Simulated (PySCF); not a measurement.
Species: C6H6O2.
Cartesian coordinates in Å at the GFN2-xTB level; atoms count from 1:
```xyz
14
C6H6O2 angstrom
C     -2.8525    1.6992    0.3011
C     -2.4044    0.5920    0.1757
C     -1.9059   -0.7157    0.0250
C     -0.6262   -0.9979   -0.2317
O      0.3241   -0.0315   -0.3528
C      1.6094   -0.4658   -0.7130
C      2.5778    0.6845   -0.5894
O      3.7470    0.6157   -0.8318
H     -3.2401    2.6675    0.4093
H     -2.6162   -1.5224    0.1269
H     -0.2903   -2.0230   -0.3456
H      1.9554   -1.2869   -0.0662
H      1.6296   -0.8312   -1.7522
H      2.0917    1.6148   -0.2471
```

Method used: CAM-B3LYP/def2-SVPD in PySCF (dipole) on a GFN2-xTB geometry, gas phase.

Masses are those of the commonest isotopes; rigid-rotor values at the optimised geometry. The values belong to one conformer with, in the numbering `[CH:1]#[C:2]/[CH:3]=[CH:4]\[O:5][CH2:6][CH:7]=[O:8]`, C3–C4–O5–C6 -176°, C4–O5–C6–C7 -171°, O5–C6–C7–O8 180°.

(1) Give the principal moments of inertia and the rotational constants in MHz.

(2) What kind of rotor is it?

(3) What does the inertial defect say?

(4) Give the other two planar moments, Paa and Pbb, and the rms extents of the mass along the axes.

(5) List the rotational levels J(Ka,Kc) to J = 5 (cm⁻¹).

(6) Which types of transition are allowed, and where do some lines up to J = 4 fall?

Answers

(1) Ia = 89.46, Ib = 595.24, Ic = 680.66 u·Å²; 505379 MHz·u·Å²/I gives A = 5649, B = 849.0, C = 742.5 MHz.

(2) A near-prolate asymmetric top; Ray's κ = -0.957.

(3) Not planar: Δ = Ic − Ia − Ib = -4.04 u·Å². For a rigid frame Δ = −2 Σ m c², so Σ m c² = 2.02 u·Å² lies off the ab plane: 1.73 from hydrogen and 0.29 from heavier atoms. The atom farthest from that plane is 1.11 Å away.

(4) Paa = Σ m a² = (Ib + Ic − Ia)/2 = 593.22 and Pbb = Σ m b² = (Ia + Ic − Ib)/2 = 87.44 u·Å². With the mass M = 110.04 u, the rms extents √(P/M) along a, b and c are 2.32, 0.89, 0.14 Å.

(5) Above 0(0,0):
J = 1: 1(0,1) 0.0531, 1(1,1) 0.2132, 1(1,0) 0.2168
J = 2: 2(0,2) 0.1592, 2(1,2) 0.3158, 2(1,1) 0.3265, 2(2,1) 0.8068, 2(2,0) 0.8069
J = 3: 3(0,3) 0.3182, 3(1,3) 0.4697, 3(1,2) 0.4910, 3(2,2) 0.9661, 3(2,1) 0.9664, 3(3,1) 1.7756, 3(3,0) 1.7756
J = 4: 4(0,4) 0.5300, 4(1,4) 0.6748, 4(1,3) 0.7104, 4(2,3) 1.1784, 4(2,2) 1.1793, 4(3,2) 1.9880, 4(3,1) 1.9880, 4(4,1) 3.1211, 4(4,0) 3.1211
J = 5: 5(0,5) 0.7943, 5(1,5) 0.9311, 5(1,4) 0.9844, 5(2,4) 1.4437, 5(2,3) 1.4457, 5(3,3) 2.2537, 5(3,2) 2.2537, 5(4,2) 3.3867, 5(4,1) 3.3867, 5(5,1) 4.8436, 5(5,0) 4.8436
The levels of one J sum to (2J + 1)J(J + 1)(A + B + C)/3.

(6) The dipole components are |μa| = 1.24 D, |μb| = 1.74 D, |μc| = 0.04 D. The squared components, which scale the intensities, stand as 0.51 : 1.00 : 0.00 (a : b : c). Some lines, for components of 0.1 D or more:

```tsv
type	branch	J(Ka,Kc)	MHz	lower level (cm⁻¹)
a	Q	2(1,1) ← 2(1,2)	320	0.316
a	Q	3(1,2) ← 3(1,3)	639	0.470
a	R	2(0,2) ← 1(0,1)	3181	0.053
a	R	2(1,1) ← 1(1,0)	3290	0.217
a	R	3(1,3) ← 2(1,2)	4614	0.316
a	R	3(2,1) ← 2(2,0)	4782	0.807
b	Q	1(1,0) ← 1(0,1)	4907	0.053
a	R	3(1,2) ← 2(1,1)	4933	0.326
b	Q	3(1,2) ← 3(0,3)	5181	0.318
a	R	4(0,4) ← 3(0,3)	6349	0.318
a	R	4(3,2) ← 3(3,1)	6370	1.776
a	R	4(3,1) ← 3(3,0)	6370	1.776
a	R	4(2,2) ← 3(2,1)	6382	0.966
b	R	1(1,1) ← 0(0,0)	6392	0.000
a	R	4(1,3) ← 3(1,2)	6576	0.491
b	R	2(1,2) ← 1(0,1)	7877	0.053
b	R	3(1,3) ← 2(0,2)	9309	0.159
b	Q	3(2,1) ← 3(1,2)	14250	0.491
b	Q	3(2,2) ← 3(1,3)	14881	0.470
b	R	2(2,0) ← 1(1,1)	17798	0.213
b	R	3(2,2) ← 2(1,1)	19175	0.326
b	R	4(2,3) ← 3(1,2)	20606	0.491
b	R	4(2,2) ← 3(1,3)	21272	0.470
b	Q	3(3,1) ← 3(2,2)	24268	0.966
b	R	3(3,1) ← 2(2,0)	29040	0.807
b	R	3(3,0) ← 2(2,1)	29042	0.807
b	R	4(3,1) ← 3(2,2)	30637	0.966
b	Q	4(4,1) ← 4(3,2)	33970	1.988
```

Not checked by GFN2-xTB frequencies. These are rigid-rotor constants of the computed structure; measured ground-state constants (B0) also hold zero-point vibration.
